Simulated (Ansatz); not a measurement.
## A geometry optimisation of CH5GaSn with PBE0-D3(BJ)/def2-SVP

The starting geometry of this gas-phase singlet was optimised with GFN2-xTB.

```xyz
8

C    -1.0674   -0.2198   -0.6257
Ga    1.1099   -1.2953    1.1396
Sn    0.0960    1.6039    0.1617
H     0.2169    0.7700    1.9331
H    -1.8818    0.0990   -1.2727
H    -1.5239   -0.8093    0.1748
H    -0.4470   -0.8941   -1.2234
H     1.7908    0.6397   -0.0737
```

Q: Predict what becomes of its bonds when it is optimised with PBE0-D3(BJ)/def2-SVP.

A: A new bond forms, giving a structure with H4 bridging Sn3 and Ga2, H8 bridging Sn3 and Ga2, given below by its coordinates. Distances that change by over a tenth: Ga2–H4 (2.39 → 1.92 Å), Ga2–H8 (2.38 → 1.92 Å). Contacts that close: Ga2–Sn3 (3.22 → 2.91 Å).

The energy falls by 0.56 eV over 17 steps:

```tsv
step	E − E(last) (eV)
1	0.562
3	0.132
5	0.076
6	0.071
8	0.065
10	0.041
12	0.003
13	0.001
15	0.000
17	0.000
```

Final geometry (Å):

```xyz
8

C    -0.9720   -0.2530   -0.6699
Ga    0.7921   -0.8687    1.5197
Sn    0.3385    1.4956   -0.1146
H     0.1220    0.9227    1.6937
H    -2.0131    0.0897   -0.5693
H    -0.9104   -1.2233   -0.1323
H    -0.7699   -0.4738   -1.7290
H     1.7061    0.2049    0.2156
```

Frequencies at the end are all real (lowest 122 cm⁻¹). Atoms past krypton carry core potentials, without spin–orbit terms. Run with Ansatz 0.2.0, 32 s on 2 threads of Intel(R) Xeon(R) 6975P-C (Granite Rapids), with other jobs on the host.
